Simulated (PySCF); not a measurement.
# Polarisability and C₆ of Cr(20+) (chromium, charge +20)

[He] 2s2, closed-shell 1S. All numbers are calculated (PySCF 2.14, scalar relativity by spin-free X2C-1e, in an uncontracted even-tempered set (19 s from 4.6 bohr⁻², ratio 2.2; 8 p from 7.2 bohr⁻², ratio 2.4; 6 d from 22 bohr⁻², ratio 2.4; 5 f from 33 bohr⁻², ratio 2.4; 4 g from 49 bohr⁻², ratio 2.4)). Coupled (time-dependent) response in atomic units; α is the mean over directions.

```csv
method,mean α (bohr³),C₆ (like pair),S(−4)
UHF,0.02176,0.001058,0.002789
PBE0,0.02091,0.001007,0.002533
```

S(−4) is the Cauchy moment in α(ω) = α(0) + S(−4) ω² + …

α(iu) at UHF:

| u (hartree) | α(iu) (bohr³) |
| --- | --- |
| 0 | 0.02176 |
| 0.300 | 0.02151 |
| 0.600 | 0.02080 |
| 1.20 | 0.01839 |
| 1.80 | 0.01545 |
| 2.40 | 0.01267 |
| 3.00 | 0.01035 |
| 4.50 | 0.006486 |
| 6.00 | 0.004431 |
| 9.00 | 0.002575 |
| 15.0 | 0.001415 |

A single London oscillator, α(iu) = α/(1 + u²/ω²), gives C₆ = (3/4) ω α². Matching the computed C₆ needs ω = 4 × 0.001058 / (3 × 0.02176²) = 2.98 hartree.

For an ion, C₆ is the dispersion term alone; charge-induced terms of lower order in 1/R come first.
